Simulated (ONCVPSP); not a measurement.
**potassium (K): excitation energies, all-electron against ONCV**

ONCVPSP 4.0.1 input, shortened (lines: element, Z, core and valence counts, functional; n l f; lmax; l rc ep ncon nbas qcut; lloc lpopt rc5 dvloc0; l nproj debl; icmod fcfact rcfact), LDA (Perdew-Wang 92), scalar-relativistic:

```
  K 19.00    3    3  -001012      upf
    1    0    2.00
    2    0    2.00
    2    1    6.00
    3    0    2.00
    3    1    6.00
    4    0    1.00
    2
    0    2.00    0.00    4    7    6.60
    1    1.80    0.00    4    9    5.90
    2    2.15    0.03    5   10    4.50
    4    5    1.75    2.00
    0    2    2.20
    1    2    1.60
    2    2    1.00
    1    0.60    0.00
```

Energies are relative to the spin-unpolarised reference configuration 3s2 3p6 4s1; without spin polarisation the order of configurations can differ from experiment.

Give the all-electron excitation energy and the error of the potential for: 3s2 3p6 4s0; 3s2 3p6 4s0.5; 3s2 3p6 4s0 4p1; 3s1 3p6 4s1.

```csv
valence configuration,charge,ΔE all-electron (eV),error AE − PS (meV)
3s2 3p6 4s0,+1,4.404,-0.1
3s2 3p6 4s0.5,+0.5,1.708,0.0
3s2 3p6 4s0 4p1,0,1.628,0.0
3s1 3p6 4s1,+1,41.835,-92
```

Levels in the configuration 3s1 3p6 4s1:

```json
{"level": "3s", "all-electron (eV)": "-48.832", "pseudo (eV)": "-49.027"}
{"level": "3p", "all-electron (eV)": "-31.935", "pseudo (eV)": "-31.987"}
{"level": "4s", "all-electron (eV)": "-8.848", "pseudo (eV)": "-8.859"}
```
